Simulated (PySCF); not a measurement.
Species: BrClGaH.
SMILES: `[Cl][GaH][Br]`

The closed-shell ground state was solved at several levels (PySCF, density fitting, gas phase). Geometry: PBE0-D3(BJ)/def2-SVP; no solvent, vibrations or thermal averaging. Relativistic effects, spin–orbit coupling among them, are left out although an element past zinc is present.

```csv
level,basis functions,total energy (Eh),HOMO (eV),LUMO (eV),gap (eV),dipole (D)
PBE0/6-31G*,84,-4958.6071,-8.63,-1.86,6.77,1.75
PBE0/pcSseg-2,183,-4959.3245,-8.67,-1.85,6.82,1.68
PBE0/def2-SVPD,114,-4958.5233,-8.70,-1.90,6.80,1.67
PBE0/aug-cc-pVDZ,108,-4959.1646,-8.68,-1.89,6.79,1.65
BHandHLYP/def2-SVPD,114,-4959.1913,-9.81,-1.13,8.68,1.74
PBE0/def2-TZVPD,166,-4959.2325,-8.67,-1.85,6.82,1.63
PBE0/def2-TZVP,139,-4959.2313,-8.64,-1.81,6.83,1.61
PBE0/def2-SVP,87,-4958.5130,-8.53,-1.69,6.84,1.57
PBE0/aug-cc-pVTZ,191,-4959.3218,-8.67,-1.86,6.81,1.63
CAM-B3LYP/def2-SVPD,114,-4959.4786,-10.00,-0.98,9.02,1.72
B3LYP/def2-SVPD,114,-4959.3150,-8.42,-2.14,6.28,1.64
wB97X-D/def2-SVPD,114,-4959.3424,-10.57,-0.24,10.33,1.72
```

(1) Estimate the row for PBE/def2-SVPD, a basis of 114 functions; the other rows only guide the guess.

(2) Over all these levels, which gives the widest orbital gap and which the narrowest?

(3) How much does the basis alone move the frontier levels among the 8 PBE0 rows?

(4) In the def2-SVPD basis, how does the gap go with the fixed share of exact exchange?

(5) How far do the dipole and the HOMO energy spread over the levels?

## Answers

(1) Total energy -4958.3535 Eh, HOMO -7.42 eV, LUMO -2.67 eV, gap 4.75 eV, dipole 1.55 D.

(2) wB97X-D/def2-SVPD (range-separated hybrid) has the widest, 10.33 eV, and PBE/def2-SVPD (GGA) the narrowest, 4.75 eV. The two share the basis. From the narrowest to the widest the HOMO moves by -3.15 eV and the LUMO by +2.43 eV.

(3) The HOMO by 0.17 eV and the LUMO by 0.21 eV. By rising basis size (HOMO, LUMO in eV): 6-31G* -8.63, -1.86; def2-SVP -8.53, -1.69; aug-cc-pVDZ -8.68, -1.89; def2-SVPD -8.70, -1.90; def2-TZVP -8.64, -1.81; def2-TZVPD -8.67, -1.85; pcSseg-2 -8.67, -1.85; aug-cc-pVTZ -8.67, -1.86.

(4) PBE (0 %) 4.75 eV; B3LYP (20 %) 6.28 eV; PBE0 (25 %) 6.80 eV; BHandHLYP (50 %) 8.68 eV. Each rise in the share widens the gap here.

(5) The dipole runs from 1.55 to 1.75 D (mean 1.66 D) and the HOMO from -10.57 to -7.42 eV.

wB97X-D is run here without its empirical dispersion term; that term would change no orbital, density or response property at a fixed geometry.
